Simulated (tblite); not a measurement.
Start geometry of `C=CP1CC[SiH](C)CC1` from a force field or distance geometry (Å):
```
atom  x, y, z in Å
C1    -3.9447    0.7406   -0.5719
C2    -3.0833   -0.1638   -0.1432
P3    -1.3386   -0.1536   -0.7792
C4    -0.6550    1.2948    0.1722
C5     0.8664    1.4000    0.0432
Si6    1.8210   -0.0825    0.7324
C7     3.6031   -0.0584    0.2105
C8     0.9195   -1.6067    0.0774
C9    -0.6058   -1.5413    0.2187
H10   -3.6913    1.5045   -1.2926
H11   -4.9800    0.7389   -0.2117
H12   -3.4105   -0.9210    0.5842
H13   -0.9379    1.1976    1.2477
H14   -1.1116    2.2052   -0.2017
H15    1.1348    1.5269   -1.0188
H16    1.2093    2.3038    0.5683
H17    1.7190   -0.0627    2.2195
H18    4.1353   -0.9385    0.6048
H19    4.1095    0.8380    0.5890
H20    3.6994   -0.0719   -0.8699
H21    1.2817   -2.4816    0.6200
H22    1.1860   -1.7432   -0.9790
H23   -1.0416   -2.4709   -0.1241
H24   -0.8964   -1.4346    1.2717
```

What comes out of this run: GFN2-xTB geometry optimisation, gas phase (tblite 0.8.0)?

```
atom  x, y, z in Å
C1    -3.905    0.723   -0.561
C2    -2.990   -0.146   -0.163
P3    -1.286   -0.140   -0.816
C4    -0.650    1.293    0.193
C5     0.859    1.439    0.040
Si6    1.771   -0.082    0.735
C7     3.594   -0.063    0.212
C8     0.896   -1.642    0.080
C9    -0.617   -1.524    0.229
H10   -3.676    1.486   -1.288
H11   -4.914    0.716   -0.180
H12   -3.239   -0.928    0.546
H13   -0.924    1.148    1.242
H14   -1.167    2.188   -0.169
H15    1.095    1.567   -1.019
H16    1.187    2.350    0.546
H17    1.658   -0.065    2.210
H18    4.118   -0.927    0.605
H19    4.092    0.823    0.587
H20    3.703   -0.072   -0.868
H21    1.245   -2.532    0.609
H22    1.134   -1.793   -0.975
H23   -1.109   -2.444   -0.105
H24   -0.887   -1.355    1.277
```

The energy falls by 3.1 kcal/mol over 34 L-BFGS steps, the largest force on an atom goes from 1.18 to 0.009 eV/Å, and the atoms move by 0.064 Å rms after alignment. The bond that changes most is Si6–C7 (SiH silicon to Si-methyl carbon), which lengthens by 0.039 Å. Bonds longer at the end by more than 0.005 Å: 5 of 24; shorter: 12. Among the angles that change most is P3–C2–H12, from 120.7° to 116.8°. Rotational constants go from 2809, 633.1, 556.4 to 2759, 650.5, 569.9 MHz. The orientation of the end geometry is arbitrary; only internal coordinates are fixed.

GFN2-xTB frequencies show an imaginary mode (35i cm⁻¹), so the point is no minimum at that level. 2 starts were optimised and ended at 0.00 and 2.89 kcal/mol (GFN2-xTB); the lowest of these is shown.

These are computed values.
